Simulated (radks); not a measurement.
Effect of the nuclear size on the strontium ion Sr2+, [Kr]. Calculated with a radial shooting solver on a logarithmic mesh with Libxc functionals: Dirac Kohn-Sham, BLYP, spin-unpolarised, spherical densities, finite nucleus; Fermi nuclear charge, rms radius 4.224 fm. The rms radius is varied about that value; shifts are against it.

| rms radius (fm) | total energy shift (eV) | density at nucleus (e/bohr^3) | 1s1/2 shift (meV) | 2s1/2 shift (meV) | 3p1/2 shift (meV) | 4s1/2 shift (meV) |
|---|---|---|---|---|---|---|
| 3.7551 | -0.174 | 6.164e+04 | -73.8 | -7.62 | 0.113 | -0.169 |
| 3.941 | -0.107 | 6.137e+04 | -45.5 | -4.70 | 0.070 | -0.104 |
| 4.224 | 0 | 6.099e+04 | 0.000 | 0.000 | 0.000 | 0.000 |
| 4.545 | 0.130 | 6.06e+04 | 55.1 | 5.69 | -0.084 | 0.126 |
| 4.6464 | 0.173 | 6.048e+04 | 73.2 | 7.56 | -0.112 | 0.168 |

Slopes of the eigenvalues against <r^2> in GHz/fm^2, as finite differences over the two radii next to the reference (eigenvalue slopes, not the field-shift constants of lines): 1s1/2 4740, 2s1/2 490, 3p1/2 -7.28, 4s1/2 10.9.
